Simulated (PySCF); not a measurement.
Si(F)(OH)2(NH2) (FH4NO2Si), SMILES N[Si](O)(O)F. Geometry optimised at PBE-D3(BJ)/def2-SVP. The structure was generated by enumeration, and PubChem lists no compound with its InChIKey, so it may never have been made. One conformer was computed; it need not be the lowest.

Calculation: PBE-D3(BJ)/def2-SVP (PySCF).

Harmonic wavenumbers (cm⁻¹): 129, 184, 217, 287, 331, 336, 350, 368, 406, 729, 784, 809, 815, 923, 943, 978, 1487, 3506, 3602, 3760, 3769. Rotational constants (GHz): 3.999, 3.675, 3.618; symmetry number 1.

Q: Work out the zero-point energy and the ideal-gas rigid-rotor harmonic-oscillator thermochemistry at 298.15 K and 1 atm.

A: ZPE = ½ Σ hcν = ½ × 24711 cm⁻¹ = 35.33 kcal/mol. H − E(el) = 40.51 kcal/mol. Entropy in cal/(mol K): translation 39.63, rotation 26.21, vibration 15.66, total 81.49. G − E(el) = 16.21 kcal/mol. Cp = 27.15 cal/(mol K). Modes under 150 cm⁻¹ make the vibrational entropy uncertain.
